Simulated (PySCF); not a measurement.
C₅H₁₁Al.
Atom-mapped SMILES: `[CH3:1][C@H:2]1[CH2:3][CH2:4][AlH:5][CH2:6]1` (hydrogens: H7, H8, H9 on C1; H10 on C2; H11, H12 on C3; H13, H14 on C4; H15 on Al5; H16, H17 on C6)

Structure used (PBE0-D3(BJ)/def2-SVP), in Å, numbered top down from 1:
```xyz
17
C5H11Al angstrom
C     -2.0425   -0.2551   -0.4227
C     -0.5304   -0.1258   -0.5423
C      0.0059    1.0823    0.2508
C      1.5371    1.1996    0.1480
Al     2.0413   -0.7023    0.1543
C      0.2264   -1.4046   -0.1212
H     -2.5582    0.6603   -0.7566
H     -2.4211   -1.0960   -1.0238
H     -2.3325   -0.4389    0.6256
H     -0.2922    0.0664   -1.6079
H     -0.2828    0.9439    1.3107
H     -0.5084    2.0015   -0.0817
H      1.8205    1.6438   -0.8266
H      1.9689    1.8627    0.9138
H      3.4494   -1.4295    0.3176
H     -0.1724   -1.7589    0.8521
H      0.0756   -2.2377   -0.8260
```

Computed at PBE0/pcSseg-1 (PySCF, non-relativistic), with Q(27Al) = 0.1466 b: Al5, 27Al (I = 5/2): χzz = 51.63 MHz, η = 0.168.

Q: Where would the pure quadrupole (NQR) lines of 27Al at Al5 fall for the rigid, isolated species?

A: From the eigenvalues of H = χ/[4I(2I − 1)] × [3Iz² − I(I + 1) + η(Ix² − Iy²)], steps between neighbouring levels, labelled as for η = 0: ±1/2↔±3/2 7.980 MHz, ±3/2↔±5/2 15.40 MHz (aluminium bonded to 2 C and H).

In a crystal, neighbours and librations shift these lines. The basis is small and wasn't made for field gradients, so the couplings can be 20 % off.

One conformer stands for the species.
